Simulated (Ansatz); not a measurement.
Relaxation of GeH7N (9 atoms, charge 0, multiplicity 1), to a largest force component of 0.03 eV/Å in at most 50 steps.

All numbers below come from Ansatz, RKS B3LYP-D4/def2-mTZVP.

```xyz
9
Properties=species:S:1:pos:R:3:forces:R:3
Ge -0.516 0.061 -0.447 -0.68 0.01 -0.10
H -0.025 -0.138 2.269 1.46 -0.05 0.36
H 0.801 -0.066 0.352 -0.02 0.00 -0.01
H -0.506 1.400 -1.203 -0.01 0.01 0.01
H -0.615 -1.123 -1.423 0.00 -0.01 -0.01
N -2.124 0.032 0.540 0.31 0.03 -0.70
H -2.337 -0.839 1.013 0.03 0.03 -0.02
H -2.269 0.805 1.177 0.01 -0.01 -0.01
H -0.730 -0.132 2.330 -1.10 -0.02 0.47
```

Question: Where does it end, and by what steps?

Answer: It converged. The force dipped under the threshold on the way, but the program's further checks kept it going. After 14 steps the energy has fallen by 0.329 eV; H2 moved furthest, 1.16 Å.

```
step  energy less start (eV)  largest force component (eV/Å)  accepted
   0                  0.0000                           1.455       yes
   1                 -0.1832                           0.257       yes
   2                 -0.2623                           0.278       yes
   3                 -0.3019                           0.102       yes
   4                 -0.3170                           0.149       yes
   5                 -0.3237                           0.142       yes
   6                 -0.3222                           0.366        no
   7                 -0.3245                           0.105       yes
   8                 -0.3243                           0.316        no
   9                 -0.3260                           0.073       yes
  10                 -0.3268                           0.123       yes
  11                 -0.3283                           0.006       yes
  12                 -0.3243                           0.492        no
  13                 -0.3284                           0.117       yes
  14                 -0.3288                           0.029       yes
```

```xyz
9
Properties=species:S:1:pos:R:3
Ge -0.617 0.079 -0.712
H -0.002 -0.222 3.427
H 0.715 -0.044 0.071
H -0.629 1.421 -1.463
H -0.729 -1.103 -1.690
N -2.146 0.046 0.340
H -2.295 -0.818 0.850
H -2.233 0.818 0.991
H -0.386 -0.176 2.793
```

Whether the end is a true minimum wasn't checked by a vibrational analysis.

The run took 45 s on 1 thread of Arm Neoverse V1, on a shared host, peak memory 0.14 GiB.
